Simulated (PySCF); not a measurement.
A structure optimised at PBE0-D3(BJ)/def2-SVP, used in a PySCF frequency run:

```
N
H 1 1.0107
C 1 1.3651 2 124.71
C 1 1.3742 2 124.93 3 180.00
C 4 1.3699 1 105.39 2 180.00
C 3 1.3854 1 108.65 2 180.00
H 4 1.0868 5 132.48 6 180.00
H 6 1.0877 3 126.35 1 180.00
H 3 1.0885 1 121.22 2 0.00
```
Charge 0, spin multiplicity 2.

Write its SMILES, formula and point group.

[c]1cc[nH]c1, C4H4N, Cs

What are its rotational constants (standard atomic weights)?

10.292, 8.9594, 4.7898 GHz
